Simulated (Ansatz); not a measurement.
The same path of BFH3OSbSi (8 atoms, charge 0, multiplicity 1) was run twice with different band settings. Lost on the way: F1–B3, Sb2–O5, Si4–H8. Made: O5–H8.

Computed with Ansatz 0.2.0, RKS B3LYP-D4/def2-SVP.

Relaxed end points:

```xyz
8
Properties=species:S:1:pos:R:3
F -1.298 0.087 1.433
Sb -1.599 1.273 -0.536
B 0.052 0.556 0.990
Si 0.611 -0.624 -0.560
O -0.807 -0.285 -1.504
H 0.621 1.226 1.809
H 1.826 -0.184 -1.313
H 0.687 -2.106 -0.374
```

```xyz
8
Properties=species:S:1:pos:R:3
F -2.117 -0.682 0.080
Sb -1.676 0.893 1.287
B 0.366 1.062 0.792
Si 0.990 -0.210 -0.484
O 0.028 -1.343 -1.151
H 1.061 1.906 1.295
H 2.343 -0.409 -1.070
H -0.902 -1.275 -0.805
```

Common settings: movable images 5; climbing image yes; spring 5.0 eV/Å²; optimiser quadratic models (default); start path through a guess of the saddle point; force threshold 0.03 eV/Å; end points relaxed.

| run | iteration limit |
| --- | --- |
| 1 | 60 |
| 2 | 6 |

(1) What does each run give, and how far can it be trusted?

Answers

(1) Run 1: converged after 14 iterations, highest image 3.137 eV above the first end. Neighbouring images differ by up to 2.3 eV, so the band resolves the path poorly. A vibrational analysis at the climbing image gives one clearly imaginary mode, 1612i cm⁻¹: a first-order saddle point.
Run 2: not converged after 6 iterations, highest image 3.239 eV above the first end. The band didn't meet its force threshold, so its energies are provisional: the largest band force was still 0.58 eV/Å, and over the last iterations the top moved between 3.20 and 3.24 eV.
The orbitals stay closed-shell, which can raise the energy where a bond breaks towards radicals; this wasn't checked here.
